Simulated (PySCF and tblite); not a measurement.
C₆H₅ClF₃NOSi, numbered as in [O-:1][n+:2]1[c:3]([C:4]([F:5])([F:6])[F:7])[cH:8][cH:9][c:10]([Cl:11])[c:12]1[SiH3:13].

The ensemble was built from 45 distance-geometry starts (ETKDG and KDG, MMFF94s, GFN2-xTB) and rests on GFN2-xTB geometries. Weights use PBE0-D3(BJ)/6-31G* energies plus GFN2-xTB zero-point and thermal terms (modes under about 100 cm⁻¹ blended into free rotors). Symmetry numbers and mirror images are counted. Conformers within 2.5 kcal/mol (GFN2-xTB free energy) were kept, 3 at most. GIAO shieldings: PBE0/6-31G*. Shifts are against TMS (¹H), TMS (¹³C), CFCl3 (¹⁹F), TMS (²⁹Si), NH3 (¹⁵N) at the same level. Run with PySCF (density fitting) and tblite.

(1) List the conformer-averaged shifts at 298.15 K.

Unscaled ¹⁹F and ²⁹Si and ¹⁵N shifts at such levels can be off by tens of ppm; differences between conformers or isomers are more reliable. Shifts are unscaled: against experiment ¹³C can be off by 15 ppm or more and ¹H by 0.8 ppm.

## Answers

(1) ¹H: 7.49 (H8, 1H), 6.92 (H9, 1H), 4.75 (H13, 3H) ppm. ¹³C: 146.0 (C12), 142.9 (C10), 130.8 (C3), 122.8 (C4), 121.8 (C8), 117.9 (C9) ppm. ¹⁹F: -85.1 (F5/F6/F7) ppm. ²⁹Si: -64.6 (Si13) ppm. ¹⁵N: 293.0 (N2) ppm.


¹⁵N shifts are against a computed isolated NH3 molecule, about 20 ppm from the liquid.